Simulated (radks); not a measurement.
Question: These are the eigenvalues of the occupied orbitals of an atom or ion with whole-number occupations (eV). Calculated with a radial shooting solver on a logarithmic mesh with Libxc functionals: non-relativistic Kohn-Sham, RPBE, spin-polarised, spherical densities, point nucleus.

| orbital | eigenvalue |
|---|---|
| 1s up | -4356.956 |
| 1s down | -4350.905 |
| 2s up | -769.5066 |
| 2s down | -757.9853 |
| 2p up | -704.9956 |
| 2p down | -691.1885 |

Which element is it, and in what charge state? The configuration may be excited. Open shells, if any, are filled with parallel spins first.

Answer: Z = 20, calcium, charge +12: Ca12+ in [He] 2s2 2p4. The list shows which subshells hold electrons but not how many an open one holds; the 1s level, -160.12 hartree, gives Z - s = 17.9 by -(Z - s)^2/2, which with screening narrows Z to a few neighbours, and the depths of the outer levels then fix element, charge and occupations together.
